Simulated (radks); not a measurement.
All-electron atom: the titanium ion Ti+ in [Ar] 3d2 4s1 (the NIST ground configuration).

All-electron calculation, non-relativistic Kohn-Sham, PBE, spin-polarised, spherical densities, point nucleus; open shells are filled with parallel spins first. Program: a radial shooting solver on a logarithmic mesh with Libxc functionals.

Energy parts (hartree):
| part | energy |
|---|---|
| total | -848.86440 |
| kinetic | 848.11213 |
| electron-nucleus | -2005.24494 |
| Hartree | 349.83421 |
| exchange-correlation | -41.56581 |

Orbitals (lengths in bohr, moments of r in powers of bohr; r(90%) holds 90 % of the orbital's charge):
orbital  occ.  eigenvalue (hartree)  r(90%)
1s up       1             -178.0032   0.125
1s down     1             -178.0024   0.125
2s up       1             -19.77814   0.509
2s down     1             -19.75609   0.508
2p up       3             -16.56151   0.478
2p down     3             -16.54446   0.478
3s up       1              -2.56419    1.52
3s down     1              -2.49345    1.52
3p up       3              -1.71866    1.68
3p down     3              -1.64741    1.68
3d up       2              -0.45016    2.61
3d down     0              -0.37651    2.59
4s up       1              -0.39884    4.65

The highest occupied level is 4s up at -10.853 eV. Summed over all electrons, <r^2> = 28.81 bohr^2, which gives a Langevin (diamagnetic) susceptibility term of -22.8 x 10^-6 cm^3/mol. Virial ratio -V/T = 2.00089.
